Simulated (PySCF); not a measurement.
Ethylchlorosilane, C₂H₇ClSi.
SMILES: `CC[SiH2]Cl`

The calculation used EOM-IP-CCSD/aug-cc-pVDZ in PySCF, restricted Hartree–Fock reference, frozen core, non-relativistic, gas phase, PBE0-D3(BJ)/def2-SVP geometry.

Hartree–Fock orbital energies give these Koopmans values (eV): HOMO 11.56, HOMO-1 12.01, HOMO-2 13.06, HOMO-3 13.44, HOMO-4 13.80, HOMO-5 14.23, HOMO-6 14.72, HOMO-7 15.95.

Task: What vertical ionisation energies does EOM-IP-CCSD give?

Result: 
| leading hole (HF orbital) | Koopmans (eV) | EOM-IP-CCSD (eV) | change (eV) | one-hole share |
| --- | --- | --- | --- | --- |
| HOMO | 11.56 | 10.71 | -0.85 | 0.96 |
| HOMO-1 | 12.01 | 11.23 | -0.78 | 0.95 |
| HOMO-2 | 13.06 | 12.17 | -0.89 | 0.95 |
| HOMO-3 | 13.44 | 12.58 | -0.86 | 0.95 |
| HOMO-4 | 13.80 | 12.88 | -0.92 | 0.95 |
| HOMO-5 | 14.23 | 13.36 | -0.87 | 0.95 |
| HOMO-6 | 14.72 | 13.69 | -1.03 | 0.95 |
| HOMO-7 | 15.95 | 14.88 | -1.07 | 0.95 |

Task: Does the order of the lines follow the orbital energies?

Result: Yes, no two lines change places. The corrections run from -1.07 to -0.78 eV, with a mean of -0.91 eV over the 8 lines; no line lies above its Koopmans value.

Task: At what kinetic energies would He II light (40.81 eV) eject these electrons?

Result: 30.10 eV (HOMO), 29.58 eV (HOMO-1), 28.64 eV (HOMO-2), 28.23 eV (HOMO-3), 27.93 eV (HOMO-4), 27.45 eV (HOMO-5), 27.12 eV (HOMO-6), 25.93 eV (HOMO-7).

Task: What total energy has the lowest final state, and which wavelength reaches it?

Result: E(CCSD) + ionisation energy = -828.92910 + 0.39361 = -828.53549 Eh, at the geometry of the initial state. The threshold wavelength is 1239.84 eV nm/10.71 eV = 115.8 nm.

One root was sought for each valence orbital with −ε under 21 eV, eight at most, so deeper holes and satellites are missing; no vibrational structure.

Shape of the structure used: `[CH3:1][CH2:2][SiH2:3][Cl:4]`: C1–C2–Si3–Cl4 178°.

One conformer stands for the species.
